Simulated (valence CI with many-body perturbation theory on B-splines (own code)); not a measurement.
Cu¹⁶⁺: key properties

Method: valence CI with perturbative core correlation (CI+MBPT): three valence electrons over a frozen Dirac-Fock core [Ne], a basis of 11 s, 11 p, 9 d, 7 f, 5 g, 2 h, 1 i functions for each j, with the one-electron correlation potential Σ1 (screened to all orders), the two-electron term Σ2, the three-electron term Σ3, Breit, model QED; selected single and double excitations, second order for the rest (own B-spline code, finite nucleus).

No measured levels were compared; by estimate levels of excited configurations hold to 0.05 to 0.15 % of their energy, terms of the ground configuration to about 0.5 %.

Names give the largest LS component (configuration and term), which can be under half, so a name can repeat, a term be missing and a line seem to break the LS rules; names also repeat where a configuration has a term twice.

Rates and lifetimes use the calculated energies. Strong lines usually hold to 10 to 20 %, long lifetimes can be off by a factor of two.

Q: What is the ground level?

A: 3s²3p ²P°_1/2, composition 97 % 3s²3p ²P°, g = 0.664.

Q: Among levels below 1362800 cm⁻¹, which E1 lines absorb most strongly from the ground level?

A: to 3s²3d ²D_3/2 at 17.42 nm, f = 0.402; to 3s3p² ²S_1/2 at 22.47 nm, f = 0.226; to 3s3p² ²P_3/2 at 20.38 nm, f = 0.131.

Q: How well does LS coupling describe the low levels?

A: Among the lowest 20 levels the leading LS term, summed over configurations, holds 92 % on average. For single configurations the figures are 84 % in LS and 68 % in jj coupling. Terms mix most in the J = 1/2 level at 445030 cm⁻¹, where the leading one holds 60 %.

Q: What is the ionisation energy?

A: 556.55 eV; NIST lists 552.8 ± 2.1 eV (semi-empirical).

Q: How is the term ²P° of the ground level split?

A: J = 1/2 at 0, J = 3/2 at 33252 cm⁻¹.

Q: What are the static dipole polarisabilities of the lowest levels?

A: 3s²3p ²P°_1/2 0.197; 3s²3p ²P°_3/2 0.199 (tensor 0.020) bohr³, of which the core gives 0.00332.

Q: Name the longest-lived excited levels whose lifetime is computed, and their main decay.

A: 3s²3p ²P°_3/2 at 33252 cm⁻¹ lives 3.01 ms, mostly by M1 to 3s²3p ²P°_1/2. The lifetime of 3s3p3d ⁴F°_9/2 is too uncertain to give, and may be longer.
